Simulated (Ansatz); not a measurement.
Frontier orbitals of CH4BFN2, SMILES `N/C=N/BF`.

```xyz
9

N     0.7472   -0.9521   -1.3080
C    -0.0057   -0.2288   -0.4740
N     0.4105    0.1594    0.6739
B    -0.4952    0.9180    1.4547
F    -0.1213    1.3564    2.6528
H     1.6795   -1.2038   -1.0235
H     0.4056   -1.2475   -2.2032
H    -1.0069   -0.0035   -0.8703
H    -1.6136    1.2018    1.0976
```

Total charge 0; spin multiplicity 1. Geometry: relaxed with PBE0-D4/def2-TZVP. It is one conformer, not always the lowest. Basis def2-TZVPP, the Gaussian-basis code of Ansatz.

```
functional  HOMO (eV)  LUMO (eV)  gap (eV)
       PBE      -5.90      -1.64      4.26
    revPBE      -5.84      -1.53      4.31
    B97M-V      -6.35      -1.29      5.06
      PBE0      -7.36      -0.62      6.74
   r2SCAN0      -7.56      -0.45      7.11
 CAM-B3LYP      -8.81       0.51      9.32
   LC-ωPBE     -10.12       1.69     11.81
   ωB97M-V      -9.73       1.51     11.24
```

A quarter of exact exchange (PBE0) shifts PBE's HOMO by −1.45 eV and its LUMO by +1.02 eV; full exchange at long range (ωB97M-V) shifts them by −3.82 and +3.15 eV. The gap opens from 4.26 to 11.23 eV, since occupied levels lose self-interaction and empty ones feel all the electrons. A positive LUMO is unbound and depends on the basis.

LC-ωPBE has ω = 0.4 bohr⁻¹.
